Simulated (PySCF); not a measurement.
C3H7O, SMILES CC(O)[CH2], multiplicity 2. Coordinates come from a PBE0-D3(BJ)/def2-SVP optimisation. The isomer is the one that the SMILES or the coordinates give; other isomers of the formula were not compared. The values are those of a single conformer.

Computed equilibrium geometry at PBE0-D3(BJ)/def2-SVP (PySCF confirms it by a frequency run) as bond lengths and angles (one conformer of several):
Atoms: C1 C2 C3 O4 H5 H6 H7 H8 H9 H10 H11. Bonded distances (Å): C1–C2 1.488, C1–H5 1.093, C1–H6 1.093, C2–C3 1.524, C2–O4 1.412, C2–H7 1.110, C3–H8 1.099, C3–H9 1.103, C3–H10 1.101, O4–H11 0.964. Bond angles (°): C2–C1–H5 118.8, C2–C1–H6 121.5, H5–C1–H6 118.8, C1–C2–C3 112.8, C1–C2–O4 111.5, C1–C2–H7 108.6, C3–C2–O4 111.7, C3–C2–H7 107.7, O4–C2–H7 104.1, C2–C3–H8 110.0, C2–C3–H9 110.6, C2–C3–H10 111.4, H8–C3–H9 108.3, H8–C3–H10 108.7, H9–C3–H10 107.8, C2–O4–H11 106.9.
Charge 0, spin multiplicity 2.
